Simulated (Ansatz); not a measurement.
Ansatz results at the PBE0-D4/def2-TZVP geometry: HOMO energy (PBE/def2-TZVPP) -5.46 eV; ideal-gas entropy at 298 K and 1 bar (rigid rotor, harmonic PBE0-D4/def2-TZVP) 417 J/(mol·K); HOMO–LUMO gap (B3LYP/def2-TZVPP) 3.95 eV.

(1) Which molecule gave them?
A. `[SiH]12[SiH]3[SiH]4[SiH]1[SiH]1[SiH]2[SiH]3[SiH]41`
B. `[SiH3][GeH2][GeH2][GeH3]`
C. `[SiH3][SiH2][GeH3]`
D. `[GeH3][SiH2][GeH2][GeH3]`

Results:

(1) A. The others give `[GeH3][SiH2][GeH2][GeH3]`: -6.78, 456, 7.18; `[SiH3][GeH2][GeH2][GeH3]`: -6.71, 456, 7.05; `[SiH3][SiH2][GeH3]`: -6.93, 366, 7.40.

B3LYP here is the variant with VWN-RPA as its local correlation; programs differ in this.
